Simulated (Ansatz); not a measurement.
Cu₃O₄. The state is a doublet with charge 0. Geometry PBE-D4/def2-SVP; atoms count from 1.

Cartesian coordinates in Å:
```
Cu -0.7427 0.2477 -1.1226
Cu 0.8721 1.1095 1.2796
Cu 0.6430 -1.3763 0.6702
O 0.1654 1.6330 -0.2458
O 0.2998 -1.2690 -1.0868
O -2.4205 0.0916 -1.6090
O 1.1829 -0.4365 2.1145
```

The charge 0 doublet is spin-contaminated (final ⟨S²⟩ up to 2.67, 0.75 for a pure state). No other spin state of charge 0 was run. The geometry of the doublet was relaxed on an unsound state (⟨S²⟩ 2.21, where a pure state has 0.75). Another isomer (doublet) lies 2.11 eV lower at PBE0-D4/def2-TZVP; other spin states weren't run for this one.

Estimate the Mulliken populations from the PBE0/def2-TZVP orbitals of Ansatz.


```tsv
atom	charge (e)	spin (α − β)	d electrons
Cu1	0.64	0.45	9.44
Cu2	0.60	-0.04	9.55
Cu3	0.55	-0.09	9.60
O4	-0.51	-0.62	–
O5	-0.47	-0.65	–
O6	-0.30	1.34	–
O7	-0.51	0.61	–
```
Mulliken values and Mayer orders depend strongly on the basis.

Where does the spin sit?

Summed by element: Cu 0.32, O 0.68, of 1 unpaired in all. Largest on single atoms: O6 1.34, O5 -0.65, O4 -0.62.

And the Mayer bond orders between bonded heavy atoms (over 0.3)?

Cu1–O4 0.59 (1.87 Å); Cu1–O5 0.65 (1.84 Å); Cu1–O6 1.08 (1.75 Å); Cu2–O4 0.92 (1.76 Å); Cu2–O7 0.84 (1.78 Å); Cu3–O5 0.88 (1.79 Å); Cu3–O7 0.75 (1.81 Å).
